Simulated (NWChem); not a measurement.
Molecule: C₃H₄Cl₂; SMILES CC=C(Cl)Cl

All runs: NWChem. The level has its own optimisation; frequencies are unscaled. Brackets give each atom's bonded neighbours.

Predict the results for B3LYP/3-21G. Quantities: r C–C [C(CCH)–C(CHHH)] (Å); r C–C [C(CCH)–C(CClCl)] (Å); r C–H [C(CCH)–H(C)] (Å); r C–Cl (Å); highest harmonic frequency (cm⁻¹); lowest (cm⁻¹); zero-point energy (kcal/mol); dipole (D).

r C–C [C(CCH)–C(CHHH)] (Å): 1.505
r C–C [C(CCH)–C(CClCl)] (Å): 1.321
r C–H [C(CCH)–H(C)] (Å): 1.086
r C–Cl (Å): 1.818
highest harmonic frequency (cm⁻¹): 3189
lowest (cm⁻¹): 125
zero-point energy (kcal/mol): 39.0
dipole (D): 2.71
